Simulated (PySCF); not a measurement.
Electric field gradients and quadrupole coupling constants

Compound: CH10N2OSi3.
Atom-mapped SMILES: `[NH2:1][Si@@H:2]([CH:3]=[O:4])[N:5]([SiH3:6])[SiH3:7]` (hydrogens: H8, H9 on N1; H10 on Si2; H11 on C3; H12, H13, H14 on Si6; H15, H16, H17 on Si7)

Structure used (GFN2-xTB), in Å, numbered top down from 1:
```
atom  x, y, z in Å
N1     1.382   -1.911    0.669
Si2    1.057   -0.228    0.485
C3     2.069    0.283   -1.044
O4     1.622    0.996   -1.907
N5    -0.550    0.293    0.128
Si6   -1.873   -0.268    1.112
Si7   -0.883    1.454   -1.170
H8     1.011   -2.370    1.485
H9     1.288   -2.523   -0.127
H10    1.616    0.411    1.680
H11    3.113   -0.076   -1.137
H12   -2.492    0.859    1.811
H13   -1.308   -1.202    2.091
H14   -2.843   -0.965    0.266
H15   -0.852    0.779   -2.463
H16   -2.287    1.829   -0.921
H17   -0.077    2.651   -0.970
```

Field gradients from the PBE0/pcSseg-1 density (PySCF, non-relativistic), principal values in atomic units, ordered |Vxx| ≤ |Vyy| ≤ |Vzz|:

```json
{"atom": "N1", "Vxx": "0.2889", "Vyy": "0.5946", "Vzz": "-0.8835"}
{"atom": "O4", "Vxx": "0.3425", "Vyy": "1.7329", "Vzz": "-2.0754"}
{"atom": "N5", "Vxx": "0.2439", "Vyy": "0.3238", "Vzz": "-0.5677"}
```

Task: Find the asymmetry η = (Vxx − Vyy)/Vzz and the couplings χ = eQV/h (234.96 MHz × Q in barn × V in au), with Q(14N) = 0.02044 b, Q(17O) = −0.0256 b.

Result: 
| atom | environment | nucleus | η | χzz (MHz) | χxx (MHz) | χyy (MHz) |
| --- | --- | --- | --- | --- | --- | --- |
| N1 | silicon-bound nitrogen | 14N | 0.35 | -4.243 | 1.387 | 2.855 |
| O4 | carbonyl oxygen | 17O | 0.67 | 12.48 | -2.06 | -10.42 |
| N5 | nitrogen bridging silicon atoms | 14N | 0.14 | -2.726 | 1.171 | 1.555 |

Task: What is Vzz at O4 in SI units (1 au = 9.71736 × 10²¹ V/m²)?

Result: -2.0754 au = -20.167 × 10²¹ V/m².

Task: And the gradient at the other heavy atoms, for which no coupling is worked out here?

Result: 
```tsv
atom	environment	Vzz (au)	η
Si2	SiH silicon	-0.242	0.40
C3	carbonyl carbon	0.640	0.28
Si6	SiH3 silicon	0.366	0.33
Si7	SiH3 silicon	0.508	0.64
```

Were the hydrogens deuterons (Q(2H) = 0.00286 b), χzz would run from 102 kHz (H16) to 288 kHz (H8).

The structure is a single GFN2-xTB conformer in the gas phase; no vibrational or solvent corrections. GFN2-xTB bond lengths can be off by several hundredths of an ångström, more for odd bonds, and the gradients follow them. With a basis this small, the couplings can be 20 % off.

These values come from a run that also computed NMR shieldings. Time: 53 s of wall time; peak memory 0.85 GiB. Hardware: one thread of an Arm Neoverse N1, no GPU (shared host).
